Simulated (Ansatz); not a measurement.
Geometry optimisation, RKS PBE/def2-SVP in Ansatz.

input.yaml

```yaml
crystal:
  periodic: [false, false, false]
  atoms:
    - { symbol: Al, position_ang: [0.063678, 0.489098, -1.081517] }
    - { symbol: O, position_ang: [1.06686, 0.19808, 1.699187] }
    - { symbol: H, position_ang: [1.104163, -0.773943, 1.794633] }
    - { symbol: H, position_ang: [1.8039, 0.386632, 1.064067] }
    - { symbol: O, position_ang: [-1.392946, -0.439355, -0.910136] }
    - { symbol: Si, position_ang: [-2.807964, -1.313504, -0.801723] }
    - { symbol: H, position_ang: [-2.641472, -2.469008, 0.151579] }
    - { symbol: H, position_ang: [-3.939201, -0.450663, -0.30976] }
    - { symbol: H, position_ang: [-3.184217, -1.869038, -2.150829] }
basis:
  gaussian: { orbitals: def2-SVP }
hamiltonian:
  xc: pbe
relax:
  f_tol: 0.03
  max_steps: 50
```

Run as:

```bash
$ ansatz run input.yaml --threads 2 --pin off --max-ram 3072MiB --backend cpu --events-out ev --progress --plain --runs-dir out
```

Task: Where does it end, and by what steps?

Result: The forces met the threshold. The force dipped under the threshold on the way, but the program's further checks kept it going. After 24 steps the energy has fallen by 0.306 eV; H3 moved furthest, 1.41 Å. Joined: Al1–O2 (2.97 → 2.18 Å).

```csv
step,energy less start (eV),largest force component (eV/Å),accepted
0,0.0000,0.597,yes
1,-0.0146,1.986,yes
2,-0.0456,2.460,yes
3,-0.1342,1.076,yes
4,-0.1838,0.354,yes
5,-0.2119,0.440,yes
6,-0.2270,0.457,yes
7,-0.2213,1.109,no
8,-0.2441,0.169,yes
9,-0.2566,0.101,yes
10,-0.2668,0.565,yes
11,-0.2720,0.737,yes
12,-0.2813,0.341,yes
13,-0.2893,0.224,yes
14,-0.2988,0.045,yes
15,-0.3006,0.139,yes
16,-0.3020,0.085,yes
17,-0.3029,0.042,yes
18,-0.3035,0.059,yes
19,-0.3042,0.050,yes
20,-0.3050,0.035,yes
21,-0.3056,0.033,yes
22,-0.3059,0.031,yes
23,-0.3063,0.022,yes
24,-0.3064,0.023,yes
```

```xyz
9
Properties=species:S:1:pos:R:3
Al 0.345 0.185 -1.155
O 0.816 0.417 0.959
H 0.021 -0.151 1.146
H 1.595 -0.047 1.328
O -1.058 -0.616 -0.344
Si -2.553 -1.333 -0.571
H -2.556 -2.724 0.012
H -3.634 -0.536 0.115
H -2.903 -1.436 -2.035
```

Time of the run: 34 s on 2 threads of Arm Neoverse V2, with other jobs on the host, peak memory 0.12 GiB.
